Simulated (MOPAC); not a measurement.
MOPAC input (AM1):

```
AM1 PRECISE GNORM=0.05 LET XYZ CHARGE=-1 GEO-OK AUX(PRECISION=9) THREADS=1
H2F3Si2

F     1.98168600 1   -1.34344800 1   -0.19603700 1
Si    1.52121200 1    0.19571100 1    0.35932800 1
Si   -0.77097500 1    0.09744600 1   -0.31739100 1
F    -1.46747100 1    1.58078900 1   -0.27580900 1
F    -1.74038400 1   -0.75478700 1    0.69461900 1
H     1.77210800 1    0.99278300 1   -0.94350200 1
H    -1.23989400 1   -0.43996800 1   -1.64857200 1
```

Output:

```
 *******************************************************************************
 **                                                                           **
 **                              MOPAC v23.2.5                                **
 **                                                                           **
 *******************************************************************************
 ** MOPAC's Digital Object Identifier: https://doi.org/10.5281/zenodo.6511958 **
 **                                                                           **
 ** Please cite the open-source release paper for use of this MOPAC version:  **
 ** J. E. Moussa and J. J. P. Stewart (2026)                                  **
 ** MOPAC: An open-source semiempirical molecular orbital program             **
 ** J. Open Source Softw., 11(119), 8025, https://doi.org/10.21105/joss.08025 **
 *******************************************************************************

                              AM1 CALCULATION RESULTS

 *******************************************************************************
 *  AM1        - The AM1 Hamiltonian to be used
 *  GEO-OK     - OVERRIDE INTERATOMIC DISTANCE AND OTHER SAFETY CHECKS
 *
 *
 *
 *                 CHARGE ON SYSTEM = -1
 *
 *
 *
 *  LET        - OVERRIDE SOME SAFETY CHECKS
 *  PRECISE    - TIGHTER CRITERIA TO BE USED
 *  XYZ        - CARTESIAN COORDINATE SYSTEM TO BE USED
 *  GNORM      - EXIT WHEN GRADIENT NORM DROPS BELOW 0.050
 *  AUX        - OUTPUT AUXILIARY INFORMATION
 *******************************************************************************
AM1 PRECISE GNORM=0.05 LET XYZ CHARGE=-1 GEO-OK AUX(PRECISION=9) THREADS=1
 H2F3Si2

   ATOM   CHEMICAL          X               Y               Z
  NUMBER   SYMBOL      (ANGSTROMS)     (ANGSTROMS)     (ANGSTROMS)

     1       F          1.98168600  *  -1.34344800  *  -0.19603700  *
     2      Si          1.52121200  *   0.19571100  *   0.35932800  *
     3      Si         -0.77097500  *   0.09744600  *  -0.31739100  *
     4       F         -1.46747100  *   1.58078900  *  -0.27580900  *
     5       F         -1.74038400  *  -0.75478700  *   0.69461900  *
     6       H          1.77210800  *   0.99278300  *  -0.94350200  *
     7       H         -1.23989400  *  -0.43996800  *  -1.64857200  *

          CARTESIAN COORDINATES

    NO.       ATOM           X           Y           Z

     1         F          1.9817     -1.3434     -0.1960
     2        Si          1.5212      0.1957      0.3593
     3        Si         -0.7710      0.0974     -0.3174
     4         F         -1.4675      1.5808     -0.2758
     5         F         -1.7404     -0.7548      0.6946
     6         H          1.7721      0.9928     -0.9435
     7         H         -1.2399     -0.4400     -1.6486

  H: (AM1): M.J.S. DEWAR ET AL, J. AM. CHEM. SOC. 107 3902-3909 (1985)
  F: (AM1): M.J.S. DEWAR AND E. G. ZOEBISCH, THEOCHEM, 180, 1 (1988).
 Si: (AM1): M.J.S.DEWAR, C. JIE, ORGANOMETALLICS, 6, 1486-1490 (1987).

           Empirical Formula: H2 F3 Si2  =     7 atoms

      MOLECULAR POINT GROUP   :   C1

      RHF CALCULATION, NO. OF DOUBLY OCCUPIED LEVELS = 16

          Geometry optimization using EF

          DIAGONAL MATRIX USED AS START HESSIAN

 CYCLE:     1  GRAD.:   116.971 HEAT: -255.2492
 CYCLE:     2  GRAD.:   403.653 HEAT: -242.9552
 CYCLE:     3  GRAD.:   105.920 HEAT: -260.6756
 CYCLE:     4  GRAD.:   204.145 HEAT: -250.0162
 CYCLE:     5  GRAD.:   299.980 HEAT: -245.5384
 CYCLE:     6  GRAD.:    78.756 HEAT: -265.7788
 CYCLE:     7  GRAD.:   161.158 HEAT: -262.3476
 CYCLE:     8  GRAD.:   315.221 HEAT: -240.5584
 CYCLE:     9  GRAD.:    66.023 HEAT: -267.7434
 CYCLE:    10  GRAD.:    93.912 HEAT: -265.5644
 CYCLE:    11  GRAD.:    41.968 HEAT: -269.9540
 CYCLE:    12  GRAD.:    31.845 HEAT: -270.4734
 CYCLE:    13  GRAD.:    13.958 HEAT: -271.0741
 CYCLE:    14  GRAD.:    17.911 HEAT: -271.5200
 CYCLE:    15  GRAD.:    95.912 HEAT: -269.4263
 CYCLE:    16  GRAD.:    19.261 HEAT: -272.2639
 CYCLE:    17  GRAD.:    14.729 HEAT: -272.7116
 CYCLE:    18  GRAD.:    62.638 HEAT: -272.1257
 CYCLE:    19  GRAD.:    10.553 HEAT: -273.3555
 CYCLE:    20  GRAD.:     9.763 HEAT: -273.6160
 CYCLE:    21  GRAD.:    51.539 HEAT: -272.9029
 CYCLE:    22  GRAD.:     3.097 HEAT: -274.0922
 CYCLE:    23  GRAD.:     2.656 HEAT: -274.2307
 CYCLE:    24  GRAD.:     9.518 HEAT: -274.3270
 CYCLE:    25  GRAD.:     2.558 HEAT: -274.3589
 CYCLE:    26  GRAD.:     0.950 HEAT: -274.3682
 CYCLE:    27  GRAD.:     0.686 HEAT: -274.3711
 CYCLE:    28  GRAD.:     0.704 HEAT: -274.3745
 CYCLE:    29  GRAD.:     0.719 HEAT: -274.3767
 CYCLE:    30  GRAD.:     0.538 HEAT: -274.3780
 CYCLE:    31  GRAD.:     0.475 HEAT: -274.3786
 CYCLE:    32  GRAD.:     0.360 HEAT: -274.3790
 CYCLE:    33  GRAD.:     0.268 HEAT: -274.3794
 CYCLE:    34  GRAD.:     0.208 HEAT: -274.3796
 CYCLE:    35  GRAD.:     0.198 HEAT: -274.3796
 CYCLE:    36  GRAD.:     0.220 HEAT: -274.3797
 CYCLE:    37  GRAD.:     0.286 HEAT: -274.3799
 CYCLE:    38  GRAD.:     0.308 HEAT: -274.3801
 CYCLE:    39  GRAD.:     0.734 HEAT: -274.3812
 CYCLE:    40  GRAD.:     0.795 HEAT: -274.3821
 CYCLE:    41  GRAD.:    41.788 HEAT: -273.7779
 CYCLE:    42  GRAD.:     1.224 HEAT: -274.3857
 CYCLE:    43  GRAD.:     0.742 HEAT: -274.3875
 CYCLE:    44  GRAD.:     7.334 HEAT: -274.3927
 CYCLE:    45  GRAD.:     1.608 HEAT: -274.4013
 CYCLE:    46  GRAD.:     2.504 HEAT: -274.4141
 CYCLE:    47  GRAD.:    32.470 HEAT: -273.9737
 CYCLE:    48  GRAD.:     0.989 HEAT: -274.4194
 CYCLE:    49  GRAD.:     1.774 HEAT: -274.4241
 CYCLE:    50  GRAD.:     5.114 HEAT: -274.4412
 CYCLE:    51  GRAD.:    31.946 HEAT: -274.1399
 CYCLE:    52  GRAD.:     2.396 HEAT: -274.4533
 CYCLE:    53  GRAD.:     1.942 HEAT: -274.4632
 CYCLE:    54  GRAD.:   104.686 HEAT: -268.3782
 CYCLE:    55  GRAD.:    14.668 HEAT: -274.4184
 CYCLE:    56  GRAD.:    17.409 HEAT: -274.4936
 CYCLE:    57  GRAD.:     4.558 HEAT: -274.5687
 CYCLE:    58  GRAD.:     1.612 HEAT: -274.5755
 CYCLE:    59  GRAD.:     1.119 HEAT: -274.5786
 CYCLE:    60  GRAD.:     1.928 HEAT: -274.5848
 CYCLE:    61  GRAD.:     2.982 HEAT: -274.6029
 CYCLE:    62  GRAD.:    52.587 HEAT: -273.1435
 CYCLE:    63  GRAD.:     4.634 HEAT: -274.6538
 CYCLE:    64  GRAD.:     3.029 HEAT: -274.6694
 CYCLE:    65  GRAD.:     1.105 HEAT: -274.6813
 CYCLE:    66  GRAD.:     7.915 HEAT: -274.6960
 CYCLE:    67  GRAD.:     3.867 HEAT: -274.7046
 CYCLE:    68  GRAD.:     1.854 HEAT: -274.7174
 CYCLE:    69  GRAD.:    10.580 HEAT: -274.7234
 CYCLE:    70  GRAD.:     2.735 HEAT: -274.7523
 CYCLE:    71  GRAD.:     1.147 HEAT: -274.7727
 CYCLE:    72  GRAD.:    34.242 HEAT: -274.3082
 CYCLE:    73  GRAD.:     0.936 HEAT: -274.7805
 CYCLE:    74  GRAD.:     0.936 HEAT: -274.7869
 CYCLE:    75  GRAD.:    42.004 HEAT: -274.0564
 CYCLE:    76  GRAD.:     0.742 HEAT: -274.7930
 CYCLE:    77  GRAD.:     0.703 HEAT: -274.7983
 CYCLE:    78  GRAD.:    36.660 HEAT: -274.3009
 CYCLE:    79  GRAD.:     0.873 HEAT: -274.8040
 CYCLE:    80  GRAD.:     0.750 HEAT: -274.8093
 CYCLE:    81  GRAD.:    74.669 HEAT: -272.3988
 CYCLE:    82  GRAD.:     7.608 HEAT: -274.8233
 CYCLE:    83  GRAD.:     5.893 HEAT: -274.8393
 CYCLE:    84  GRAD.:     1.469 HEAT: -274.8487
 CYCLE:    85  GRAD.:     1.002 HEAT: -274.8497
 CYCLE:    86  GRAD.:     1.308 HEAT: -274.8541
 CYCLE:    87  GRAD.:     1.789 HEAT: -274.8603
 CYCLE:    88  GRAD.:     6.291 HEAT: -274.8569
 CYCLE:    89  GRAD.:     1.353 HEAT: -274.8674
 CYCLE:    90  GRAD.:     1.320 HEAT: -274.8708
 CYCLE:    91  GRAD.:     3.734 HEAT: -274.8757
 CYCLE:    92  GRAD.:     1.239 HEAT: -274.8781
 CYCLE:    93  GRAD.:     0.923 HEAT: -274.8803
 CYCLE:    94  GRAD.:     3.249 HEAT: -274.8810
 CYCLE:    95  GRAD.:     0.825 HEAT: -274.8834
 CYCLE:    96  GRAD.:     0.480 HEAT: -274.8840
 CYCLE:    97  GRAD.:     1.126 HEAT: -274.8846
 CYCLE:    98  GRAD.:     0.583 HEAT: -274.8850
 CYCLE:    99  GRAD.:     0.481 HEAT: -274.8856
 CYCLE:   100  GRAD.:     0.230 HEAT: -274.8857
 CYCLE:   101  GRAD.:     0.182 HEAT: -274.8857
 CYCLE:   102  GRAD.:     0.196 HEAT: -274.8858
 CYCLE:   103  GRAD.:     0.230 HEAT: -274.8858
 CYCLE:   104  GRAD.:     0.619 HEAT: -274.8856
 CYCLE:   105  GRAD.:     0.283 HEAT: -274.8859
 CYCLE:   106  GRAD.:     0.209 HEAT: -274.8860
 CYCLE:   107  GRAD.:     0.369 HEAT: -274.8860
 CYCLE:   108  GRAD.:     0.081 HEAT: -274.8861
 CYCLE:   109  GRAD.:     0.047 HEAT: -274.8861

     GRADIENT =  0.04672 IS LESS THAN CUTOFF =  0.05000

 -------------------------------------------------------------------------------
 AM1 PRECISE GNORM=0.05 LET XYZ CHARGE=-1 GEO-OK AUX(PRECISION=9) THREADS=1
 H2F3Si2

     GEOMETRY OPTIMISED USING EIGENVECTOR FOLLOWING (EF).
     SCF FIELD WAS ACHIEVED

                              AM1 CALCULATION
                                                       MOPAC v23.2.5 Linux

          FINAL HEAT OF FORMATION =       -274.88613 KCAL/MOL =   -1150.12358 KJ/MOL

          COSMO AREA              =        132.33 SQUARE ANGSTROMS
          COSMO VOLUME            =        124.44 CUBIC ANGSTROMS

          GRADIENT NORM           =          0.04672          =       0.01766 PER ATOM
          IONIZATION POTENTIAL    =          2.269993 EV
          HOMO LUMO ENERGIES (EV) =         -2.270  4.132
          NO. OF FILLED LEVELS    =         16
          MOLECULAR WEIGHT        =        115.1820         POINT GROUP:  Cs

          MOLECULAR DIMENSIONS (Angstroms)

            Atom       Atom       Distance
            F     5    F     1     4.79845
            H     7    H     6     4.03265
            F     4    F     1     2.36328

          SCF CALCULATIONS        =        110

   ATOM   CHEMICAL          X               Y               Z
  NUMBER   SYMBOL      (ANGSTROMS)     (ANGSTROMS)     (ANGSTROMS)

     1       F          2.48003884  *  -1.11535857  *  -0.60222048  *
     2      Si          1.47410583  *  -0.10976539  *   0.22059125  *
     3      Si         -0.91127386  *   0.05167791  *  -0.21812194  *
     4       F         -1.55467734  *   1.47847303  *  -0.68769690  *
     5       F         -1.97890698  *  -0.29499110  *   0.96936273  *
     6       H          1.98275634  *   0.75846885  *   1.28254863  *
     7       H         -1.21073741  *  -0.89382445  *  -1.30737075  *

                             CARTESIAN COORDINATES

   1    F        2.480038842    -1.115358573    -0.602220485
   2   Si        1.474105830    -0.109765388     0.220591254
   3   Si       -0.911273860     0.051677905    -0.218121935
   4    F       -1.554677342     1.478473032    -0.687696902
   5    F       -1.978906981    -0.294991105     0.969362734
   6    H        1.982756344     0.758468851     1.282548634
   7    H       -1.210737409    -0.893824455    -1.307370748

           Empirical Formula: H2 F3 Si2  =     7 atoms

      MOLECULAR POINT GROUP   :   Cs

                  EIGENVALUES
 -43.86743 -43.18924 -41.35391 -13.60617 -12.02196 -11.36136 -11.28229 -10.20268
 -10.14523  -9.81454  -9.42731  -9.04534  -7.97570  -7.36747  -4.91064  -2.26999
   4.13209   5.51947   5.87356   7.02485   7.26887   8.19612

              NET ATOMIC CHARGES AND DIPOLE CONTRIBUTIONS

  ATOM NO.   TYPE          CHARGE      No. of ELECS.   s-Pop       p-Pop
    1          F          -0.408447        7.4084     1.88523     5.52322
    2         Si          -0.339746        4.3397     0.78615     3.55360
    3         Si           1.181402        2.8186     0.86443     1.95417
    4          F          -0.490446        7.4904     1.88455     5.60590
    5          F          -0.490423        7.4904     1.88454     5.60589
    6          H          -0.130154        1.1302     1.13015
    7          H          -0.322186        1.3222     1.32219
 DIPOLE           X         Y         Z       TOTAL
 POINT-CHG.    -3.627     0.762    -0.110     3.708
 HYBRID        -0.698    -0.192    -0.389     0.822
 SUM           -4.325     0.570    -0.500     4.391

          ATOMIC ORBITAL ELECTRON POPULATIONS

     Atom    s        px        py        pz
    1  F   1.88523   1.79942   1.84148   1.88232
    2 Si   0.78615   0.86614   1.36375   1.32371
    3 Si   0.86443   0.86411   0.51569   0.57438
    4  F   1.88455   1.90600   1.77182   1.92808
    5  F   1.88454   1.83606   1.93617   1.83366
    6  H   1.13015
    7  H   1.32219

 **********************
 *                    *
 * JOB ENDED NORMALLY *
 *                    *
 **********************

 == MOPAC DONE ==
```

The dipole moment of an ion depends on the origin.

The geometry given is a B3LYP-D3(BJ)/def2-TZVP minimum.
